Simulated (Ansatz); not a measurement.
Wavefunction ladder for BH3OS2 (`OB(S)S`)

Cartesian coordinates in Å:
```
O -0.7126 -0.5061 1.1558
B 0.0013 -0.0228 0.1075
S 1.7157 0.5438 0.3432
S -0.7651 0.0549 -1.5308
H -0.2406 -0.5167 1.9923
H 1.9464 0.9014 -0.9287
H -1.9451 -0.4545 -1.1393
```

The species carries charge 0 and has multiplicity 1. The structure was optimised at the PBE0-D4/def2-TZVP level. It is one conformer, not always the lowest. Frozen core, restricted reference, Ansatz. CBS rows extrapolate triple and quadruple zeta.

```csv
basis,HF (Eh),MP2 corr.,CCSD corr.,(T),CCSD(T) total
def2-TZVPP,-896.53955,-0.69204,-0.73152,-0.03224,-897.30331
def2-QZVPP,-896.56647,-0.74968,-0.78141,-0.03688,-897.38476
CBS(def2),-896.57018,-0.79237,-0.81837,-0.04032,-897.42887
```
